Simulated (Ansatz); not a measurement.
One change: `[CH3][V](=[O])([OH])[Cl]` becomes `[CH3][V](=[O])([OH])[F]`.

Ansatz, PBE0-D4/def2-TZVP geometries, multiplicity 1. Each molecule was computed in one conformer, which needn't be the lowest.

Scalar relativity is left out up to krypton.

```json
{"property": "ideal-gas entropy at 298 K and 1 bar (rigid rotor, harmonic PBE0-D4/def2-TZVP) / J/(mol·K)", "`[CH3][V](=[O])([OH])[Cl]`": "356"}
{"property": "LUMO energy (ωB97M-V/def2-TZVPP) / eV", "`[CH3][V](=[O])([OH])[Cl]`": "-0.90"}
{"property": "zero-point energy (PBE0-D4/def2-TZVP) / kJ/mol", "`[CH3][V](=[O])([OH])[Cl]`": "141.3"}
{"property": "HOMO energy (ωB97M-V/def2-TZVPP) / eV", "`[CH3][V](=[O])([OH])[Cl]`": "-11.31"}
{"property": "LUMO energy (B3LYP/def2-TZVPP) / eV", "`[CH3][V](=[O])([OH])[Cl]`": "-3.47"}
{"property": "size of the dipole moment (PBE/def2-TZVPP) / D", "`[CH3][V](=[O])([OH])[Cl]`": "2.70"}
```

Task: Give the same properties after the change, and the shifts. (Estimate.)

Result: Computed: 
```
                                                                                  property  `[CH3][V](=[O])([OH])[F]`  shift
ideal-gas entropy at 298 K and 1 bar (rigid rotor, harmonic PBE0-D4/def2-TZVP) / J/(mol·K)                        344    -12
                                                     LUMO energy (ωB97M-V/def2-TZVPP) / eV                      -0.54   0.36
                                            zero-point energy (PBE0-D4/def2-TZVP) / kJ/mol                      143.9    2.6
                                                     HOMO energy (ωB97M-V/def2-TZVPP) / eV                     -11.33  -0.02
                                                       LUMO energy (B3LYP/def2-TZVPP) / eV                      -3.23   0.24
                                            size of the dipole moment (PBE/def2-TZVPP) / D                       2.79   0.09
```

Dipoles are sizes alone; their direction can turn.

B3LYP here is the variant with VWN-RPA as its local correlation; programs differ in this.
